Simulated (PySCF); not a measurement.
## IO2Cl3: from structure and modes to constants

These are results of PBE in PySCF with I def2-SVP with ECP28, O def2-SVP, Cl def2-SVP; scalar-relativistic core potentials, no spin–orbit coupling; density-fitted integrals, not measurements.

The singlet minimum has C2v symmetry. Masses (u): I 126.90447, O 15.99492, Cl 34.96885.

```xyz
6
charge 0 multiplicity 1, angstrom
I    -0.2892    0.0000    0.0000
O    -1.0801    1.6403    0.0000
O    -1.0801   -1.6403    0.0000
Cl   -0.0668    0.0000    2.4403
Cl   -0.0668    0.0000   -2.4403
Cl    2.1607    0.0000    0.0000
```

Harmonic wavenumbers (cm⁻¹): 75.7 (b2, ×1), 98.1 (a1, ×1), 162.7 (b1, ×1), 174.9 (b2, ×1), 195.7 (a1, ×1), 235.0 (a2, ×1), 266.2 (a1, ×1), 274.0 (b1, ×1), 303.6 (a1, ×1), 330.5 (b1, ×1), 784.2 (a1, ×1), 834.6 (b2, ×1).

Task: Find the principal moments of inertia and the rotational constants. What kind of rotor is it?

Result: About the centre of mass I = 297.58, 502.55, 627.98 u Å². With B = 16.8576/I this gives 0.05665, 0.03354, 0.02684 cm⁻¹. The molecule is an asymmetric top with κ = -0.55.

Task: What is the harmonic zero-point energy?

Result: Half the sum of all 12 wavenumbers, 3735/2 = 1868 cm⁻¹, which is 22.3 kJ/mol (1 cm⁻¹ = 0.0119627 kJ/mol).

Task: Find the vibrational entropy and heat capacity at 298.15 K.

Result: With u = 1.43878 ω/T, each mode gives S = R[u/(eᵘ−1) − ln(1−e⁻ᵘ)] and C = R u² eᵘ/(eᵘ−1)².
```
ω (cm⁻¹)      u  S (J/(mol K))  C (J/(mol K))
    75.7  0.365          16.73           8.22
    98.1  0.473          14.61           8.16
   162.7  0.785          10.54           7.90
   174.9  0.844           9.97           7.84
   195.7  0.944           9.09           7.72
   235.0  1.134           7.70           7.48
   266.2  1.285           6.78           7.26
   274.0  1.322           6.57           7.20
   303.6  1.465           5.84           6.97
   330.5  1.595           5.26           6.76
   784.2  3.784           0.92           2.83
   834.6  4.027           0.76           2.49
```
The sums over all modes are S = 94.8 and C = 80.8 J/(mol K); the softest mode gives 18 % of the entropy.

Task: Give the standard entropy (298.15 K, 1 bar) by its translational, rotational, vibrational and spin parts, and Cp.

Result: Sackur–Tetrode with M = 263.80 u gives 178.4; rotation with symmetry number 2 gives 119.1; vibration 94.8; spin R ln 1 = 0.0. The total is 392.2 J/(mol K), and Cp = 4 R + 80.8 = 114.1 J/(mol K).

This need not be the most stable arrangement of these atoms.
